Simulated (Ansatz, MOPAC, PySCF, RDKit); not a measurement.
Complex: NH3 (SMILES N) (first 4 atoms) with COS (SMILES O=C=S); geometry from B3LYP-D3(BJ)/def2-TZVP, rigid monomers moved along the line of their centres of mass till N1···C6 is 2.85 Å.
(charge 0, multiplicity 1):
| atom | x (Å) | y (Å) | z (Å) |
|---|---|---|---|
| N | 0.0814 | -0.0846 | 0.0266 |
| H | 0.7166 | 0.6971 | -0.0873 |
| H | 0.5014 | -0.8862 | -0.4297 |
| H | -0.7699 | 0.1382 | -0.4762 |
| O | 1.1961 | 1.0192 | 2.4906 |
| C | 0.4195 | 0.2373 | 2.8384 |
| S | -0.6198 | -0.8092 | 3.3512 |

Interaction energies are E(AB) − E(A) − E(B) at the monomers' geometry in the complex; basis-set methods are counterpoise corrected. Rows marked so take none. RDKit's UFF carries no charges.

Cores are frozen in the correlated methods. Rows in 6-31G* carry no dispersion term and start afresh at each structure (6-31G* with six Cartesian d functions). MP2/6-31G* freezes PySCF's default core. The state that PM6 reach isn't checked.

Codes used: Ansatz (a program for electronic structure) with Gaussian orbitals; MOPAC for PM6 (differences of heats of formation); PySCF for 6-31G* rows, the dispersion terms; RDKit for the force fields. Each number belongs to the level named beside it.

```
level                         interaction energy (kcal/mol)
----------------------------  -----------------------------
UFF                                                    1.43
PM6                                                   -2.24
B3LYP-D4/def2-TZVPPD                                  -0.87
PBE0/def2-TZVPPD                                       0.10
PBE0-D3(BJ)/def2-TZVPPD                               -0.93
MP2/6-31G* (no counterpoise)                          -2.11
MP2/aug-cc-pV(D+d)Z                                   -0.31
SCS-MP2/aug-cc-pV(D+d)Z                                 [?]
CCSD(T)/aug-cc-pV(D+d)Z                                 [?]
```

Task: What belongs in the gaps?

Result: 
- SCS-MP2/aug-cc-pV(D+d)Z, interaction energy (kcal/mol): 0.30
- CCSD(T)/aug-cc-pV(D+d)Z, interaction energy (kcal/mol): -0.27
